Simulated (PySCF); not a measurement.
## Two-component Hartree-Fock for Ne³⁺ (neon, charge +3)

Start: [He] 2s2 2p3; 2p1/2 filled at m_j = -1/2, +1/2; 2p3/2 filled at m_j = +3/2. Calculated with PySCF 2.14 in x2c-SVPall-2c: generalised Hartree-Fock with the X2C-1e Hamiltonian and a Gaussian nucleus; one run each with spin-orbit coupling (SO) switched off, then screened by Boettger's factors.

```tsv
spinor shell	electrons	ε, spin-free (eV)	ε, screened SO (eV)	weight of nominal j (screened SO)	rms radius, screened SO (bohr)
1s1/2	2	-976.34	-976.34	1.000	0.182
2s1/2	2	-115.82	-115.82	1.000	0.881
2p1/2	2	-98.527	-98.552	0.506	0.831
2p3/2	1	-98.527	-98.477	1.000	0.831
```

```tsv
quantity	spin-free	screened SO
E (hartree)	-124.05940	-124.05943
M_J	3/2	3/2
⟨J²⟩	3.753	3.753
⟨L²⟩	0.000	0.000
⟨S²⟩	3.753	3.753
```

Each row is a mean over spinors that exchange with the open shell spreads, by up to 19.813 eV (2s1/2).

Rows whose weight is well below 1 are mixtures of j = l ± 1/2: exchange outweighs spin-orbit coupling there, and the label is only the starting occupation.

Without spin-orbit coupling the j labels of p, d and f shells carry no meaning; the spin-free column gives the mean over the occupied spinors of each nl shell.
